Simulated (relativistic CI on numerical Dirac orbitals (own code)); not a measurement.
## Fe⁴⁺: L2,3 absorption edge

Computed with this model: Dirac-Coulomb-Breit CI, KLI orbitals optimised for each configuration, model QED, valence Slater integrals scaled by 0.9, multiplet model of core-to-valence dipole absorption; configurations [Ar] 3d4 → [He] 2s2 2p5 3s2 3p6 3d5; 300 K; Lorentzian 0.6 eV and Gaussian 0.3 eV FWHM. Energies are those of the free ion, without screening or charge transfer. The branching ratio is the share of the lower-energy edge in the whole absorption, uncertain by about 0.02 where the edges overlap. S is read from ⟨S²⟩ = S(S + 1).

Field parameters in Wybourne normalisation: D4h B²₀ = −7Ds, B⁴₀ = 21(Dq − Dt), B⁴₄ = 21√(5/14) Dq; Td as Oh with Dq negative (B⁴₀ = 21Dq, B⁴₄ = √(5/14) B⁴₀). The field is a parameter set, without covalency.

free ion: ground-state S = 2.00, centroid 719.86 eV, branching ratio 0.796. Peaks (eV, height): 711.0 (8), 711.7 (13), 715.4 (100), 717.6 (70), 719.0 (64), 723.0 (22), 728.5 (28), 731.0 (20), 732.5 (16).

D4h, 10Dq = 17000, Ds = 1320, Dt = 880 cm⁻¹: ground-state S = 2.00, centroid 720.87 eV, branching ratio 0.647. Peaks (eV, height): 713.8 (30), 716.1 (100), 720.3 (28), 724.5 (24), 726.0 (34), 727.1 (31), 730.4 (43).

D4h, 10Dq = 35950, Ds = -350, Dt = -340 cm⁻¹: ground-state S = 1.01, centroid 721.70 eV, branching ratio 0.621. Peaks (eV, height): 712.1 (56), 716.6 (94), 719.1 (100), 723.2 (9), 725.7 (20), 729.6 (96), 732.3 (28), 733.8 (11).

Td, 10Dq = -5150 cm⁻¹: ground-state S = 2.00, centroid 720.33 eV, branching ratio 0.767. Peaks (eV, height): 711.2 (9), 711.9 (10), 715.5 (100), 717.8 (71), 719.2 (59), 723.2 (32), 724.7 (22), 725.9 (10), 726.8 (18), 728.8 (32), 729.8 (29), 732.6 (12).

Td, 10Dq = -7150 cm⁻¹: ground-state S = 2.00, centroid 720.37 eV. Peaks (eV, height): 711.3 (9), 712.0 (10), 715.5 (100), 716.3 (86), 717.8 (66), 719.3 (55), 723.3 (33), 724.8 (23), 726.7 (20), 729.0 (35), 732.6 (12).

D4h, 10Dq = 39400, Ds = -80, Dt = 250 cm⁻¹: ground-state S = 1.00, centroid 721.97 eV. Peaks (eV, height): 712.2 (52), 714.2 (28), 716.8 (92), 717.7 (96), 719.1 (92), 723.6 (11), 725.0 (25), 725.7 (26), 729.6 (100), 732.2 (30).

The statistical ratio of this edge is 2/3 = 0.667. Values above it arise where the holes sit mainly in the j = l + 1/2 valence subshell or the ground state has high spin; values below it where core-valence Coulomb terms move weight to the upper edge, as in nearly empty shells.

Strongest unbroadened transitions for D4h, 10Dq = 39400, Ds = -80, Dt = 250 cm⁻¹:

```csv
Energy (eV),Relative strength
712.06,80.3
712.10,40.2
712.44,58.0
716.71,43.6
717.34,35.3
717.58,49.1
717.75,63.5
718.04,44.2
718.31,44.1
718.87,57.9
719.16,86.6
728.33,66.7
728.86,52.5
729.06,40.8
729.13,39.8
729.51,46.1
729.61,100.0
732.35,34.3
```
